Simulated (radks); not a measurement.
The numbers below are computed, except where a source is named.
Task: Species: Cl7+. Configuration: [He] 2s2 2p5 7f1 (not the ground configuration). Code: a radial shooting solver on a logarithmic mesh with Libxc functionals. Model: Dirac Kohn-Sham, PBE, spin-unpolarised, spherical densities, point nucleus; open shells fill j = l - 1/2 first.

Spin-orbit splittings of the eigenvalues, e(l+1/2) - e(l-1/2), with zeta = 2 splitting/(2l+1) and mean radii in bohr:

| shell | occ. | splitting (eV) | zeta (eV) | <r> j=l-1/2 | <r> j=l+1/2 |
|---|---|---|---|---|---|
| 2p | 5 | ? | ? | 0.3851 | 0.3872 |
| 7f | 1 | 0.0009572 | 0.0002735 | 8.269 | 8.269 |

Estimate the 2p splitting.

Result: 1.871 eV (zeta = 1.248 eV).
